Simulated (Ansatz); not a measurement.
Species: sum formula SiNH$_{2}$F$_{3}$, net charge 0, singlet state. SMILES: N[Si](F)(F)F
Geometry from a B3LYP-D3(BJ)/def2-TZVP (Ansatz, a quantum-chemistry and plane-wave program) optimisation:
```
Si
F 1 1.5799
F 1 1.5800 2 110.22
F 1 1.5842 2 105.79 3 113.78
N 1 1.6754 2 109.54 4 125.43
H 5 1.0060 1 122.55 2 160.13
H 5 1.0060 6 112.94 1 -163.97
```
Charge 0, spin multiplicity 1.

CCSD(T) with Ansatz in growing basis sets, 32 correlated electrons. Correlated levels leave the core frozen unless marked. Open shells are spin-unrestricted. Spin-orbit coupling is left out. Non-relativistic. Costs are ratios of core time to the smallest set, on shared machines of one kind, and rough; they hold the program's checks for lower states.

```
basis            functions  cost over smallest  E(corr) (Eh)  electronic atomisation energy (kcal/mol)
---------------  ---------  ------------------  ------------  ----------------------------------------
aug-cc-pV(D+d)Z        142                  1×       -0.9236                                     649.8
aug-cc-pV(T+d)Z        285                 10×       -1.1466                                     695.5
```

Formally CCSD grows as o²v⁴ and (T) as o³v⁴; with o = 16 and v going from 117 to 260 both grow 24-fold in the last step, while integrals and the mean field grow more slowly. That step adds 223.0 mEh of correlation energy and 45.7 kcal/mol to the atomisation energy.
